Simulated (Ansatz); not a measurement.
Ansatz (a first-principles code) input (CCSD(T)/def2-SVPD):

Ansatz 0.2 input:
```yaml
crystal:
  periodic: [false, false, false]
  atoms:
    - {symbol: Te, position_ang: [0.00129079, -0.00659819, 0.60010773]}
    - {symbol: Cl, position_ang: [1.14684211, 1.38510426, -0.90516458]}
    - {symbol: Cl, position_ang: [-1.15079041, -1.36492156, -0.93045908]}
basis:
  gaussian:
    orbitals: def2-SVPD
magnetization: {spin_polarized: false}
correlation: {method: ccsd_t, electrons: outside_noble_gas}
output: {forces: true}
```

End of the output:

```
cycle   5  -11.45504519 eV  change    1.1e-3 eV  update   1.4e-3
cycle   6  -11.45495762 eV  change    8.8e-5 eV  update   4.8e-4
cycle   7  -11.45498626 eV  change   -2.9e-5 eV  update   1.9e-4
cycle   8  -11.45501252 eV  change   -2.6e-5 eV  update   6.8e-5
cycle   9  -11.45500545 eV  change    7.1e-6 eV  update   2.4e-5
cycle  10  -11.45499702 eV  change    8.4e-6 eV  update   9.0e-6
cycle  11  -11.45499755 eV  change   -5.3e-7 eV  update   3.4e-6
cycle  12  -11.45499908 eV  change   -1.5e-6 eV  update   1.3e-6
perturbative correction -0.37574035 eV, -0.0138082032 hartree
the calculation of the forces begins
Total energy: -32277.39622137 eV, -1186.1724327304 hartree
Atom 0 at     0.001291    -0.006598     0.600108 Å, force     0.002194    -0.011213     1.019837 eV/Å
Atom 1 at     1.146842     1.385104    -0.905165 Å, force     0.354552     0.431281    -0.506003 eV/Å
Atom 2 at    -1.150790    -1.364922    -0.930459 Å, force    -0.356745    -0.420068    -0.513834 eV/Å
Dipole moment:     0.000908    -0.004644     0.422353 e Å
```
